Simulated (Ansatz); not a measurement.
Consider the formal exchange of groups at a C–C bond: `CCCCBr` + `C=O` → `O=CCCBr` + `CC`.

Gas-phase electronic energies from Ansatz, PBE0-D4/def2-TZVP geometries. CCSD(T)/CBS is the MP2 limit (def2-TZVPP, def2-QZVPP) plus CCSD(T) − MP2 in def2-TZVPP, frozen cores. This one scheme is used for every species. DFT in def2-TZVPP. B3LYP here is the variant with VWN-RPA as its local correlation; programs differ in this. For Br outer-core shells are correlated without core-valence functions, which leaves a few kJ/mol of doubt a bond. Scalar relativity is left out up to krypton. One conformer a species, not always the lowest.

Is it downhill or uphill in electronic energy at CCSD(T)/CBS, and by how much? (Best estimate.)

Ansatz gave: Downhill: ΔE = -23.9 kJ/mol.

What do these levels give: r2SCAN-D4, PBE0-D4, B3LYP-D4, ωB97M-V, PBE, PBE0, HF/def2-TZVPP, MP2/def2-TZVPP, SCS-MP2/def2-TZVPP, CCSD(T)/def2-TZVPP, HF/def2-QZVPP, CCSD/CBS(def2)? (An estimate is asked.)

Ansatz gave: r2SCAN-D4 -32.7, PBE0-D4 -29.9, B3LYP-D4 -29.7, ωB97M-V -27.6, PBE -33.5, PBE0 -31.7, HF/def2-TZVPP -29.3, MP2/def2-TZVPP -24.1, SCS-MP2/def2-TZVPP -23.7, CCSD(T)/def2-TZVPP -23.9, HF/def2-QZVPP -29.2, CCSD/CBS(def2) -24.1 kJ/mol.

Largest T1 diagnostic among the species: 0.015.

In def2-TZVPP, CCSD(T) changes the Hartree–Fock value by +5.3 kJ/mol (the triples alone add +0.1 kJ/mol) and MP2 by +5.2 kJ/mol.
